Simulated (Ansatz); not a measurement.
Geometry optimisation, RKS B3LYP-D4/def2-SVP (Ansatz 0.2.0).

The input (input.yaml):

```yaml
crystal:
  periodic: [false, false, false]
  atoms:
    - { symbol: F, position_ang: [-0.713, -1.1034, 1.3633] }
    - { symbol: Si, position_ang: [0.5754, -0.4595, 0.5188] }
    - { symbol: F, position_ang: [1.2413, 0.8091, 1.3831] }
    - { symbol: S, position_ang: [2.0988, -2.0182, 0.3087] }
    - { symbol: O, position_ang: [0.12, 0.0777, -1.0657] }
    - { symbol: Al, position_ang: [-1.1199, 1.4392, -0.8016] }
    - { symbol: H, position_ang: [2.93454, -1.08548, -0.39995] }
    - { symbol: H, position_ang: [-2.6334, 1.0809, -0.7043] }
    - { symbol: H, position_ang: [-0.6321, 2.9545, -0.6073] }
basis:
  gaussian: { orbitals: def2-SVP }
hamiltonian:
  xc: b3lyp
  dispersion: d4
relax:
  f_tol: 0.015
  max_steps: 40
output:
  orbitals: {}
```

Launched with:

```bash
$ ansatz run input.yaml --threads 2 --pin off --max-ram 3072MiB --backend cpu --events-out ev --progress --plain --runs-dir out
```

**Question.** Where does it end, and by what steps?

**Answer.** The run converged. The force dipped under the threshold on the way, but the program's further checks kept it going. After 26 steps the energy has fallen by 1.076 eV; H9 moved furthest, 1.52 Å. Parted: Si2–Al6.

```tsv
step	energy less start (eV)	largest force component (eV/Å)	accepted
0	0.0000	3.583	yes
1	-0.5705	2.414	yes
2	-0.7964	1.330	yes
3	-0.8989	0.414	yes
4	-0.9809	0.348	yes
5	-1.0213	0.385	yes
6	-1.0542	0.168	yes
7	-1.0581	0.142	yes
8	-1.0627	0.152	yes
9	-1.0353	0.577	no
10	-1.0669	0.132	yes
11	-1.0700	0.016	yes
12	-1.0691	0.119	no
13	-1.0703	0.053	yes
14	-1.0709	0.070	yes
15	-1.0712	0.100	yes
16	-1.0733	0.013	yes
17	-1.0738	0.070	yes
18	-1.0740	0.048	yes
19	-1.0746	0.008	yes
20	-1.0753	0.042	yes
21	-1.0753	0.069	yes
22	-1.0754	0.064	yes
23	-1.0758	0.017	yes
24	-1.0759	0.009	yes
25	-1.0759	0.017	yes
26	-1.0760	0.012	yes
```

```xyz
9
Properties=species:S:1:pos:R:3
F -0.387 -1.722 1.465
Si 0.612 -0.598 0.889
F 1.236 0.158 2.169
S 2.099 -1.649 -0.202
O -0.187 0.492 0.003
Al -1.137 1.546 -0.961
H 2.690 -0.509 -0.630
H -2.695 1.547 -0.731
H -0.359 2.432 -2.007
```

Whether the end is a true minimum wasn't checked by a vibrational analysis.

The run took 100 s on 2 threads of Arm Neoverse V1, with other jobs on the host, peak memory 0.27 GiB.
